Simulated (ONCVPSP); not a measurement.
## nitrogen: ONCV pseudisation with PBE, scalar-relativistic reference atom.

N (Z = 7), optimised norm-conserving Vanderbilt (ONCV), made with ONCVPSP 4.0.1 (PBE, scalar-relativistic). Core [He], reference 2s1.75 2p3.25. Waves: 2s: rc 0.95 bohr, ncon 4, nbas 9, qcut 7.8 1/bohr, 2 projectors, debl 3.2 Ha; 2p: rc 1.50 bohr, ncon 4, nbas 9, qcut 7.7 1/bohr, 3 projectors, debl 1.4 Ha; d scattering state at 0.13 Ha: rc 1.20 bohr, ncon 5, nbas 9, qcut 8.5 1/bohr, 1 projector. Local part: polynomial inside 0.60 bohr (lpopt 5, dvloc0 6 Ha). Core correction: polynomial model core, fcfact 0.2.

Poles of the logarithmic derivatives, all-electron (AE) and pseudo (PS). s: poles at no energy (AE) and no energy (PS) Ha. p: poles at 0.7 (AE) and 0.7 (PS) Ha. d: poles at no energy (AE) and no energy (PS) Ha. Test radii: s 0.96, p 1.52, d 1.22 bohr.

- Cutoffs needed: 27 Ha and 87 Ha (the cutoffs (Ha) at which the residual kinetic energy of the hardest occupied pseudo-wave falls to 1 and 0.1 mHa per electron)
- Ghost test: no bound ghost flagged; no localised positive-energy state flagged
- Largest excitation error: +205 meV (all-electron minus pseudo) for 2s2 2p1, out of 4 test configurations
- rms error of d²Exc/dni dnj: 1.87 mHa without and 1.77 mHa with the model core
